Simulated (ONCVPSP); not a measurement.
**What one change does to a pseudopotential (Pt (Z = 78), ONCV)**

- Element: Pt
- Generator: ONCVPSP 4.0.1
- Type: optimised norm-conserving Vanderbilt (ONCV)
- Functional: PBEsol
- Relativity: fully relativistic
- Frozen core: [Kr] 4d10 4f14
- Valence charge: 18
- Reference configuration: 5s2 5p6 5d7 (charge +3)
- Partial waves: 5s: rc 1.10 bohr, ncon 4, nbas 8, qcut 6.3 1/bohr, 2 projectors, debl 1.4 Ha; 5p: rc 1.45 bohr, ncon 4, nbas 9, qcut 11.9 1/bohr, 3 projectors, debl 0.4 Ha; 5d: rc 1.60 bohr, ncon 3, nbas 6, qcut 5.3 1/bohr, 3 projectors, debl 3.1 Ha
- Local potential: polynomial inside 0.75 bohr (lpopt 2, dvloc0 1 Ha)
- Core correction: Teter function, fcfact 2.75, rcfact 1.3

Open shells are filled in proportion to 2j + 1.

In the s channel the program set the typed energies aside and used -5.027, 0.250 Ha. In the p channel the program set the typed energies aside and used -3.185, 0.250, 0.650 Ha (j = l + 1/2; the other j can differ).

All-electron outer shells of the reference configuration (PBEsol, scalar-relativistic, ld1.x):

```csv
shell,level (eV),outermost node (bohr),outermost maximum (bohr)
4f,-105.67,–,0.38
5p,-90.88,0.53,0.98
5d,-38.80,0.57,1.23
```

Change: core correction none.

Cutoffs: the cutoffs (Ha) at which the residual kinetic energy of the hardest occupied pseudo-wave falls to 1 and 0.1 mHa per electron; they do not see the model core or the augmentation charge, which bear on the density cutoff. Errors are all-electron minus pseudo energies relative to the spin-unpolarised reference configuration.

**Question.** How do hardness, ghosts and transferability respond?

**Answer.** The potential gets neither clearly harder nor softer (136 Ha and 159 Ha → 136 Ha and 159 Ha); both files keep a bound ghost (d); of the 4 tests that both files solve, the error grows in 0 and shrinks in 2 by more than 15 % and 0.3 meV (median size 4.2 → 3.4 meV).

```tsv
quantity	base	changed
cutoff, loose	136 Ha	136 Ha
cutoff, tight	159 Ha	159 Ha
bound ghosts	d5/2	d5/2
GHOST(+) flags under 300 eV	s at 130.1 eV	s at 130.1 eV
error for 5s2 5p6 5d9 6s1, meV [ΔE -61.50 eV]	+4.4	+3.9
error for 5s2 5p6 5d9, meV [ΔE -52.26 eV]	+4.3	+3.4
error for 5s2 5p6 5d8, meV [ΔE -32.25 eV]	+1.9	+1.6
error for 5s2 5p6 5d9 6p1, meV [ΔE -56.42 eV]	+4.1	+3.4
s: phases at 1.11 bohr within 0.05 rad from the reference energy up to (Ha; the scan ends near 5)	4.5	4.5
p3/2: phases at 1.48 bohr within 0.05 rad from the reference energy up to (Ha; the scan ends near 5)	to the end of the scan	to the end of the scan
p1/2: phases at 1.48 bohr within 0.05 rad from the reference energy up to (Ha; the scan ends near 5)	to the end of the scan	to the end of the scan
d5/2: phases at 1.62 bohr within 0.05 rad from the reference energy up to (Ha; the scan ends near 5)	to the end of the scan	to the end of the scan
d3/2: phases at 1.62 bohr within 0.05 rad from the reference energy up to (Ha; the scan ends near 5)	to the end of the scan	to the end of the scan
```

 A true bound ghost makes a file unfit for plane-wave use even where its test errors are small: the radial tests pick states by their node count and pass the ghost by.
